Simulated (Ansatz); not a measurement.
Mulliken charges of GaH$_{3}$OSi, SMILES `[O]1[SiH2][GaH]1` from r2SCAN/def2-TZVPP in Ansatz (PBE0-D4/def2-TZVP geometry).

```json
{"atom": "O1", "x (Å)": "0.909", "y (Å)": "-0.726", "z (Å)": "-0.017", "charge (e)": "-0.496"}
{"atom": "Si2", "x (Å)": "-0.256", "y (Å)": "0.057", "z (Å)": "-0.876", "charge (e)": "0.441"}
{"atom": "Ga3", "x (Å)": "0.002", "y (Å)": "0.218", "z (Å)": "1.375", "charge (e)": "0.249"}
{"atom": "H4", "x (Å)": "-1.308", "y (Å)": "-0.770", "z (Å)": "-1.528", "charge (e)": "-0.084"}
{"atom": "H5", "x (Å)": "0.180", "y (Å)": "1.110", "z (Å)": "-1.832", "charge (e)": "-0.084"}
{"atom": "H6", "x (Å)": "0.515", "y (Å)": "0.047", "z (Å)": "2.832", "charge (e)": "-0.027"}
```

Question: By hand: the dipole of these point charges (1 e Å = 4.8032 D).

Answer: Σ q r = (-0.482, 0.410, 0.170) e Å, of length 0.655 e Å = 3.15 D.

Question: How does the dipole of the full density compare? (An estimate is asked.)

Answer: Ansatz gave: (-0.230, 0.204, 0.135) e Å, 1.61 D; the point charges give 1.96 times that, at 9° from its direction.

Point charges leave out the atoms' own dipoles, such as those of lone pairs, and Mulliken's split depends on the basis, so the two needn't agree.
